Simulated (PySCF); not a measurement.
PySCF input file for CH4OSe, SMILES CO[SeH], IEF-PCM-B3LYP/def2-SVP. Geometry: PBE0-D3(BJ)/def2-TZVP. Other conformers were not sampled.

```python
import numpy as np
from pyscf import gto, scf, dft
from pyscf.solvent import pcm

mol = gto.M(
    atom='''
    Se   -0.40200632   -0.17219916    0.59461049
    H    -1.23183128   -1.09304357   -0.21352639
    O     0.98233159   -0.08956869   -0.54145442
    C     0.79247154    0.77775596   -1.64248036
    H     0.53843753    1.79300103   -1.32236006
    H     1.74175282    0.79477290   -2.18265934
    H     0.00637376    0.41005491   -2.31169322
    ''',
    basis='def2-SVP',
    charge=0,
    spin=0,
    max_memory=1600,
    verbose=3,
)
mf = dft.RKS(mol, xc='b3lyp').density_fit(auxbasis='def2-universal-jkfit')
mf.grids.level = 3
mf.conv_tol = 1e-9
mf.max_cycle = 100
mf.kernel()
res = {}
for name, eps in {'water': 78.355, 'tetrahydrofuran': 7.4257, 'chloroform': 4.7113}.items():
    s = mf.PCM()
    s.with_solvent.method, s.with_solvent.eps, s.with_solvent.lebedev_order = 'IEF-PCM', eps, 29
    s.kernel(mf.make_rdm1())
    res[name] = (s.e_tot, eps, s.dip_moment(), s.mo_energy, s.converged)
    print(f'{name}: electrostatic solvation free energy {(s.e_tot - mf.e_tot) * 627.509474:.3f} kcal/mol')
```

It prints:

```
converged SCF energy = -2516.89892590002

WARN: PCM is an experimental feature. It is still in testing.
Features and APIs may be changed in the future.

converged SCF energy = -2516.90419083657
Dipole moment(X, Y, Z, Debye): -1.48621,  0.56438, -1.19607
water: electrostatic solvation free energy -3.304 kcal/mol

WARN: PCM is an experimental feature. It is still in testing.
Features and APIs may be changed in the future.

converged SCF energy = -2516.90315423355
Dipole moment(X, Y, Z, Debye): -1.40000,  0.56496, -1.14098
tetrahydrofuran: electrostatic solvation free energy -2.653 kcal/mol

WARN: PCM is an experimental feature. It is still in testing.
Features and APIs may be changed in the future.

converged SCF energy = -2516.90258226084
Dipole moment(X, Y, Z, Debye): -1.35468,  0.56435, -1.11108
chloroform: electrostatic solvation free energy -2.294 kcal/mol
```

The calculation finished and met its thresholds.

Cost: roughly 28 core-seconds.
